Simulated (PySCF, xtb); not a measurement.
2-phenylselenophene (C10H8Se), SMILES c1ccc(-c2ccc[se]2)cc1.

xtb with GFN2-xTB at its own geometry gives an orbital gap of 2.95 eV and a dipole moment of 0.97 D.

Coordinates come from a PBE0-D3(BJ)/def2-SVP optimisation. The values are those of a single conformer.

**Question.** What does PBE/def2-SVP run with PySCF give? (Estimate from the structure and the level; the computed values follow.)

**Answer.** gap 3.34 eV (levels -5.27 and -1.93 eV), dipole 0.21 D.
